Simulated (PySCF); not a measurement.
B3LYP has the VWN-RPA correlation part, as in Gaussian. Delta-SCF ions had no search for a lower state. 

## H$_{3}$Se, SMILES `[SeH3+]` (charge 1, multiplicity 1)

All values below come from B3LYP-D3(BJ)/def2-TZVP // PBE0-D4/def2-TZVP run with PySCF.

The HOMO is -17.14 eV and the LUMO is -7.36 eV. The HOMO–LUMO gap comes out as 9.79 eV, the vertical ionisation energy (Delta-SCF) comes out as 20.43 eV and the adiabatic ionisation energy (no zero-point term) is 19.42 eV. The hole reorganisation energy (four-point) comes out as 2.224 eV. The total energy is -2403.0724 Ha and the cost is very roughly 17 core-seconds.

Bond lengths (Å): Se1–H2 1.480, Se1–H3 1.480, Se1–H4 1.480. Bond angles (°): H2–Se1–H3 92.6, H2–Se1–H4 92.5, H3–Se1–H4 92.6.
Charge +1, spin multiplicity 1.
